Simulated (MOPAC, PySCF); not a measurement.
H3ISi, SMILES `I[SiH3]`, neutral singlet in the gas phase. 

Cartesian coordinates (Å):
SMILES: [SiH3]I
```xyz
5

Si    -0.2154    -0.0028     0.0062
I      2.2268     0.0291    -0.0655
H     -0.7080     1.3888    -0.0974
H     -0.7096    -0.8100    -1.1313
H     -0.6413    -0.6056     1.2888
```
Charge 0, multiplicity 1.

All levels are single points at this geometry (r2SCAN-D4/def2-TZVP); Pople sets use spherical d functions. Orbital energies aren't observables, and empty levels follow the basis.

PBE-D3(BJ)/def2-TZVP in PySCF gives dipole (D) = 1.03.

Question: Estimate the dipole (D) from each of these levels: r2SCAN-D4/def2-TZVP in PySCF; B3LYP/6-311+G** (LANL2DZ on I) in PySCF; B3LYP/6-31G* (LANL2DZ on I) in PySCF; B3LYP/LANL2DZ in PySCF; M06-2X/6-31G* (LANL2DZ on I) in PySCF; PBE/6-31G* (LANL2DZ on I) in PySCF; SVWN5/6-31G* (LANL2DZ on I) in PySCF; HF/6-31G* (LANL2DZ on I) in PySCF; AM1 in MOPAC; PM3 in MOPAC; PM6 in MOPAC; PM7 in MOPAC.

Answer: 
| level | dipole (D) |
|---|---|
| r2SCAN-D4/def2-TZVP in PySCF | 1.11 |
| B3LYP/6-311+G** (LANL2DZ on I) in PySCF | 1.67 |
| B3LYP/6-31G* (LANL2DZ on I) in PySCF | 1.84 |
| B3LYP/LANL2DZ in PySCF | 1.80 |
| M06-2X/6-31G* (LANL2DZ on I) in PySCF | 2.03 |
| PBE/6-31G* (LANL2DZ on I) in PySCF | 1.74 |
| SVWN5/6-31G* (LANL2DZ on I) in PySCF | 1.74 |
| HF/6-31G* (LANL2DZ on I) in PySCF | 2.31 |
| AM1 in MOPAC | 1.50 |
| PM3 in MOPAC | 3.23 |
| PM6 in MOPAC | 2.02 |
| PM7 in MOPAC | 2.67 |
